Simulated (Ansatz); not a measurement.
`FB(S)[SiH2][SiH3]` + H₂Te → `[SiH3][SiH2][TeH]` + `FBS` at 298.15 K and 1 bar (cleavage of the Si–B bond).

Computed with Ansatz on PBE0-D4/def2-TZVP structures; ΔE is electronic, products minus reactants. CCSD(T)/CBS is the MP2 limit (def2-TZVPP, def2-QZVPP) plus CCSD(T) − MP2 in def2-TZVPP, frozen cores. This one scheme is used for every species. def2 core potentials past Kr. For Te outer-core shells are correlated without core-valence functions, which leaves a few kJ/mol of doubt a bond. Each species was taken in one conformer, which may not be the lowest.

| species | CCSD(T)/CBS energy (Eh) | H − E (kJ/mol) | S (J/(mol·K)) |
| --- | --- | --- | --- |
| `FB(S)[SiH2][SiH3]` | -1104.19650 | 178.9 | 394.4 |
| H₂Te | -268.91024 | 41.3 | 228.4 |
| `[SiH3][SiH2][TeH]` | -849.49595 | 148.7 | 367.4 |
| `FBS` | -523.64132 | 78.3 | 268.1 |

H − E and S are ideal-gas, rigid-rotor, harmonic terms from PBE0-D4/def2-TZVP, for one conformer and one mirror image of each species. 1 Eh = 2625.50 kJ/mol, R = 8.31446 J/(mol·K).

Problem. By hand: ΔE, ΔH, ΔS and ΔG.

Solution. ΔE = (-849.49595) + (-523.64132) − (-1104.19650) − (-268.91024) = -0.03053 Eh = -80.2 kJ/mol. Δ(H − E) = 148.7 + 78.3 − 178.9 − 41.3 = 6.8, so ΔH = -73.4 kJ/mol. ΔS = 367.4 + 268.1 − 394.4 − 228.4 = 12.7 J/(mol·K). ΔG = -73.4 − 298.15 × (12.7)/1000 = -77.2 kJ/mol.

Problem. By hand: the equilibrium constant, and the temperature at which ΔG would vanish if ΔH and ΔS stayed fixed.

Solution. log₁₀ K = −ΔG/(RT ln 10) = 13.5. ΔH and −TΔS have one sign here, so there is no such temperature.

The number of gas molecules stays the same, so ΔS is small and ΔH decides. A doubt of 5 kJ/mol in ΔE shifts log₁₀ K by 0.9 here. Other conformers and mirror images would add mixing entropy, several J/(mol·K) or more a flexible species. Modes under 60 cm⁻¹, often nearly free rotors, make the harmonic entropy too high. These are equilibria of isolated gas molecules and say nothing of rates. Largest T1 diagnostic: 0.015 (customary marks: 0.02 for closed shells, 0.045 for open ones).

ΔS is within the doubt of such terms, so its sign, and with it that verdict, could turn.
